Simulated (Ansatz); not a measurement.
A nudged elastic band was laid between two geometries of CH8GeOSi (12 atoms, charge 0, multiplicity 1).

Theory: Ansatz, RKS B3LYP-D4/def2-SVP.

```yaml
movable_images: 5
climbing_image: yes
spring: 5.0 eV/Å²
optimiser: quadratic models (default)
start_path: through a guess of the saddle point
force_threshold: 0.03 eV/Å
iteration_limit: 60
end_points: relaxed
```

Image 0:

```xyz
12
Properties=species:S:1:pos:R:3
O 0.186 1.754 0.015
C -0.392 0.449 -0.123
Si -0.315 -0.497 1.526
Ge 0.625 -0.416 -1.593
H -0.336 2.259 0.654
H -1.444 0.499 -0.472
H 1.101 -0.751 1.917
H -1.049 -1.796 1.442
H -0.950 0.354 2.580
H 0.485 0.439 -2.867
H 0.057 -1.829 -1.850
H 2.109 -0.521 -1.195
```

Image 6:

```xyz
12
Properties=species:S:1:pos:R:3
O 0.148 1.651 0.256
C -0.504 0.174 0.013
Si -0.539 -0.694 1.629
Ge 0.307 -0.464 -1.603
H -0.427 2.292 -0.191
H 1.047 1.731 -0.132
H 0.768 -0.865 2.368
H -1.067 -2.059 1.323
H -1.451 -0.034 2.621
H -0.424 -0.056 -2.912
H 0.511 -1.993 -1.630
H 1.707 0.263 -1.708
```

(1) What changes between the two ends?

(2) What energy profile does the band end with?

(3) What is the geometry of the highest image?

## Answers

(1) Bonds broken: C2–H6. Bonds formed: O1–H6.

(2) The run converged. The highest image is number 2 of 0 to 6, 3.31 eV above the first end and 0.14 eV above the last; the last end lies 3.17 eV above the first. Neighbouring images differ by up to 2.1 eV, so the band resolves the path poorly. A vibrational analysis at the climbing image gives one clearly imaginary mode, 657i cm⁻¹: a first-order saddle point. The orbitals stay closed-shell, which can raise the energy where a bond breaks towards radicals; this wasn't checked here.

```csv
image,path coordinate (Å),energy (eV),C2–H6 (Å),O1–H6 (Å)
0,0.00,0.00,1.11,2.11
1,0.70,1.17,1.10,1.70
2,1.41,3.31,1.50,1.05
3,2.97,3.21,2.20,0.97
4,4.53,3.21,2.22,0.98
5,6.09,3.18,2.24,0.98
6,7.65,3.17,2.20,0.98
```

(3) 
```xyz
12
Properties=species:S:1:pos:R:3:forces:R:3
O -0.112 1.898 -0.121 0.01 0.00 -0.01
C -0.578 0.018 -0.193 0.00 0.01 0.00
Si -0.324 -0.580 1.553 0.00 -0.01 0.00
Ge 0.600 -0.542 -1.641 0.00 -0.01 0.00
H -0.246 2.163 0.805 -0.01 0.00 0.00
H -1.019 1.442 -0.394 0.00 0.01 0.01
H 1.090 -0.745 2.024 0.00 0.00 0.00
H -1.009 -1.905 1.624 0.00 0.00 0.00
H -0.986 0.377 2.499 0.00 0.00 0.00
H 0.346 0.311 -2.900 0.00 0.00 0.00
H 0.207 -2.009 -1.930 0.00 0.00 0.00
H 2.108 -0.484 -1.293 0.00 0.00 0.00
```

Run time: 7.7 min on 2 threads of Arm Neoverse V2, with other jobs on the host, peak memory 0.3 GiB.
